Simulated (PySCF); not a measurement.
(Z)-1-chloro-1,2-difluoroprop-1-ene (C₃H₃ClF₂), SMILES C/C(F)=C(\F)Cl.

Geometry optimised at B3LYP-D3(BJ)/def2-SVP.

These are B3LYP/def2-TZVP (PySCF) values and carry that method's errors.

Symmetry labels are those of the subgroup Cs that the program uses (full group Cs).

Computed valence orbital energies around the gap with their symmetry:
```json
[
 {"orbital": "HOMO−7", "symmetry": "A\"", "energy (eV)": "-13.11"},
 {"orbital": "HOMO−6", "symmetry": "A'", "energy (eV)": "-11.96"},
 {"orbital": "HOMO−5", "symmetry": "A\"", "energy (eV)": "-11.61"},
 {"orbital": "HOMO−4", "symmetry": "A'", "energy (eV)": "-11.53"},
 {"orbital": "HOMO−3", "symmetry": "A'", "energy (eV)": "-10.61"},
 {"orbital": "HOMO−2", "symmetry": "A\"", "energy (eV)": "-9.97"},
 {"orbital": "HOMO−1", "symmetry": "A'", "energy (eV)": "-9.32"},
 {"orbital": "HOMO", "symmetry": "A\"", "energy (eV)": "-6.88"},
 {"orbital": "LUMO", "symmetry": "A\"", "energy (eV)": "-0.06"},
 {"orbital": "LUMO+1", "symmetry": "A'", "energy (eV)": "0.43"},
 {"orbital": "LUMO+2", "symmetry": "A'", "energy (eV)": "0.93"},
 {"orbital": "LUMO+3", "symmetry": "A'", "energy (eV)": "1.84"}
]
```
